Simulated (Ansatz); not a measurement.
Input for Ansatz (a first-principles code): R-B3LYP-D3(BJ)/def2-TZVP on H2O (SMILES O).

Ansatz 0.2 input:
```yaml
crystal:
  periodic: [false, false, false]
  atoms:
    - {symbol: O, position_ang: [0.00000000, -0.00000000, 0.39750000]}
    - {symbol: H, position_ang: [0.00000000, 0.76320000, -0.19880000]}
    - {symbol: H, position_ang: [0.00000000, -0.76320000, -0.19880000]}
basis:
  gaussian:
    orbitals: def2-TZVP
hamiltonian:
  xc: b3lyp
  dispersion: d3bj
relax: {f_tol: 0.004, max_steps: 120}
scf: {lower_state_search: off}
```

Output:

```
WARN ansatz: RAYON_NUM_THREADS=1 ignored (pool sized by the plan → 1); use --threads N
Functional definition: B3LYP
these checks for a lower state are left out or cut short: stability, starts, cluster_reference, orbital_swaps, neighbouring_geometries, increment
integrals: 0.00 GiB planned
239 factors; their error is unknown
mean field: 0.07 GiB planned
mean field evaluation 1: about -2076.1204 eV, gradient 5.4e1 eV
mean field evaluation 2: about -2068.0811 eV, gradient 8.6e1 eV
mean field evaluation 4: about -2080.6596 eV, gradient 2.5e-1 eV
mean field evaluation 8: about -2080.6617 eV, gradient 2.7e-3 eV
mean field -2080.66171611 eV, -76.4629077438 hartree, gradient 4.3e-6 eV, S^2 0.000000; 0 other end points of the search recorded, 0 dependent functions left out
the calculation of the forces begins
reference -2080.66185361 eV, -76.4629127968 hartree; 5, 5 occupied and 38, 38 virtual orbitals, 239 factors
relax step   1: F+E_penalty+E_count = -2080.67733270 eV  Δ(F+E_penalty+E_count) = +0.000e0 eV  max|allowed force component| = 4.367e-1 eV/Å  Δτ_max = 0.0000 Å  (13 SCF iters, accepted)
these checks for a lower state are left out or cut short: stability, starts, cluster_reference, orbital_swaps, neighbouring_geometries, increment
integrals: 0.00 GiB planned
239 factors; their error is unknown
mean field: 0.07 GiB planned
mean field evaluation 16: about -2080.6610 eV, gradient 4.9e-1 eV
mean field -2080.66350872 eV, -76.4629736209 hartree, gradient 1.2e-6 eV, S^2 0.000000; 0 other end points of the search recorded, 0 dependent functions left out
the calculation of the forces begins
reference -2080.66364556 eV, -76.4629786498 hartree; 5, 5 occupied and 38, 38 virtual orbitals, 239 factors
relax step   2: F+E_penalty+E_count = -2080.67912459 eV  Δ(F+E_penalty+E_count) = -1.792e-3 eV  max|allowed force component| = 1.820e-1 eV/Å  Δτ_max = 0.0036 Å  (19 SCF iters, accepted)
these checks for a lower state are left out or cut short: stability, starts, cluster_reference, orbital_swaps, neighbouring_geometries, increment
integrals: 0.00 GiB planned
239 factors; their error is unknown
mean field: 0.07 GiB planned
mean field -2080.66401127 eV, -76.4629920894 hartree, gradient 1.2e-6 eV, S^2 0.000000; 0 other end points of the search recorded, 0 dependent functions left out
the calculation of the forces begins
reference -2080.66414765 eV, -76.4629971012 hartree; 5, 5 occupied and 38, 38 virtual orbitals, 239 factors
relax step   3: F+E_penalty+E_count = -2080.67962618 eV  Δ(F+E_penalty+E_count) = -5.016e-4 eV  max|allowed force component| = 1.540e-2 eV/Å  Δτ_max = 0.0037 Å  (19 SCF iters, accepted)
these checks for a lower state are left out or cut short: stability, starts, cluster_reference, orbital_swaps, neighbouring_geometries, increment
integrals: 0.00 GiB planned
239 factors; their error is unknown
mean field: 0.07 GiB planned
mean field evaluation 32: about -2080.6618 eV, gradient 2.6e-1 eV
mean field -2080.66402695 eV, -76.4629926657 hartree, gradient 1.2e-6 eV, S^2 0.000000; 0 other end points of the search recorded, 0 dependent functions left out
the calculation of the forces begins
reference -2080.66416331 eV, -76.4629976769 hartree; 5, 5 occupied and 38, 38 virtual orbitals, 239 factors
relax step   4: F+E_penalty+E_count = -2080.67964164 eV  Δ(F+E_penalty+E_count) = -1.546e-5 eV  max|allowed force component| = 4.637e-4 eV/Å  Δτ_max = 0.0009 Å  (19 SCF iters, accepted)
Total energy: -2080.67977800 eV, -76.4635715061 hartree
Atom 0 at    -0.000000    -0.000000     0.389611 Å, force    -0.000000     0.000000    -0.000141 eV/Å
Atom 1 at    -0.000000     0.764986    -0.194856 Å, force     0.000000     0.000464     0.000070 eV/Å
Atom 2 at     0.000000    -0.764986    -0.194856 Å, force    -0.000000    -0.000464     0.000070 eV/Å
Dipole moment:     0.000000    -0.000000    -0.429653 e Å
Checks for a lower state left out: stability, starts, cluster_reference, orbital_swaps, neighbouring_geometries, increment
```

Self-consistency was reached.

Cost: around 1.1 core-seconds (rough).
